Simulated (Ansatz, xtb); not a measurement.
**A geometry optimisation of BClHSi2 with r2SCAN-D4/def2-SVP**

The starting geometry of this gas-phase doublet was built from a drawn formula by distance geometry and a force field; its bonds are those of `[BH][Si](=[Si])Cl`.

```yaml
atoms:
  - { symbol: B, position_ang: [-1.2063, -2.5271, 1.0446] }
  - { symbol: Cl, position_ang: [1.8885, -0.8641, 1.2769] }
  - { symbol: Si, position_ang: [0.1053, -1.3748, 0.2290] }
  - { symbol: Si, position_ang: [-0.1927, -0.6046, -1.6292] }
  - { symbol: H, position_ang: [-2.1844, -2.8024, 0.4334] }
```

Predict what it relaxes into with r2SCAN-D4/def2-SVP.

A new bond forms, giving a structure given below by its coordinates. Contacts that close: B1–Si4 (3.45 → 1.97 Å).

The energy falls by 2.51 eV over 11 steps:

```tsv
step	E − E(last) (eV)
1	2.507
2	1.863
3	1.506
4	1.145
5	0.686
7	0.040
8	0.007
9	0.004
10	0.001
11	0.000
```

Final geometry (Å):

```xyz
5

B    -1.2437   -2.0998    0.1321
Cl    1.9887   -1.0116    1.6838
Si    0.4631   -1.2059    0.3163
Si   -0.7656   -1.0284   -1.4491
H    -2.0321   -2.8273    0.6716
```

From the same start GFN2-xTB ends elsewhere, differing in B1–Si4 (4.02 against 1.97 Å here), Cl2–Si3 (3.36 against 2.06 Å here), Cl2–Si4 (2.17 against 4.17 Å here).

The end wasn't checked by frequencies. Open shells are spin-unrestricted. Run with Ansatz 0.2.0, 120 s on 1 thread of Intel(R) Xeon(R) Platinum 8259CL CPU @ 2.50GHz (Skylake/Cascade Lake), on a shared host.
